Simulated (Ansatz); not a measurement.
`CC(F)[SiH3]` + `[OH][Ga]([F])[F]` → `[F][Ga]([F])[O][SiH3]` + `CCF` at 700 K and 1 bar (ligand exchange at the Si–C bond).

Isolated molecules relaxed with PBE0-D4/def2-TZVP in Ansatz; ΔE leaves out vibrations. CCSD(T)/CBS is the MP2 limit (def2-TZVPP, def2-QZVPP) plus CCSD(T) − MP2 in def2-TZVPP, frozen cores. For Ga outer-core shells are correlated without core-valence functions, which leaves a few kJ/mol of doubt a bond. Scalar relativity is left out up to krypton. Each species was taken in one conformer, which may not be the lowest.

```json
{"species": "`CC(F)[SiH3]`", "CCSD(T)/CBS energy (Eh)": "-469.17172", "H − E (kJ/mol)": "288.8", "S (J/(mol·K))": "429.0"}
{"species": "`[OH][Ga]([F])[F]`", "CCSD(T)/CBS energy (Eh)": "-2199.41346", "H − E (kJ/mol)": "98.2", "S (J/(mol·K))": "386.2"}
{"species": "`[F][Ga]([F])[O][SiH3]`", "CCSD(T)/CBS energy (Eh)": "-2489.72997", "H − E (kJ/mol)": "163.8", "S (J/(mol·K))": "497.0"}
{"species": "`CCF`", "CCSD(T)/CBS energy (Eh)": "-178.90141", "H − E (kJ/mol)": "224.7", "S (J/(mol·K))": "331.8"}
```

H − E and S are ideal-gas, rigid-rotor, harmonic terms from PBE0-D4/def2-TZVP, for one conformer and one mirror image of each species. 1 Eh = 2625.50 kJ/mol, R = 8.31446 J/(mol·K).

Task: By hand: ΔE, ΔH, ΔS and ΔG.

Result: ΔE = (-2489.72997) + (-178.90141) − (-469.17172) − (-2199.41346) = -0.04620 Eh = -121.3 kJ/mol. Δ(H − E) = 163.8 + 224.7 − 288.8 − 98.2 = 1.5, so ΔH = -119.8 kJ/mol. ΔS = 497.0 + 331.8 − 429.0 − 386.2 = 13.6 J/(mol·K). ΔG = -119.8 − 700 × (13.6)/1000 = -129.3 kJ/mol.

Task: By hand: the equilibrium constant, and the temperature at which ΔG would vanish if ΔH and ΔS stayed fixed.

Result: log₁₀ K = −ΔG/(RT ln 10) = 9.6. ΔH and −TΔS have one sign here, so there is no such temperature.

The number of gas molecules stays the same, so ΔS is small and ΔH decides. A doubt of 5 kJ/mol in ΔE shifts log₁₀ K by 0.4 here. Other conformers and mirror images would add mixing entropy, several J/(mol·K) or more a flexible species. Modes under 60 cm⁻¹, often nearly free rotors, make the harmonic entropy too high. These are equilibria of isolated gas molecules and say nothing of rates. Largest T1 diagnostic: 0.015 (customary marks: 0.02 for closed shells, 0.045 for open ones).
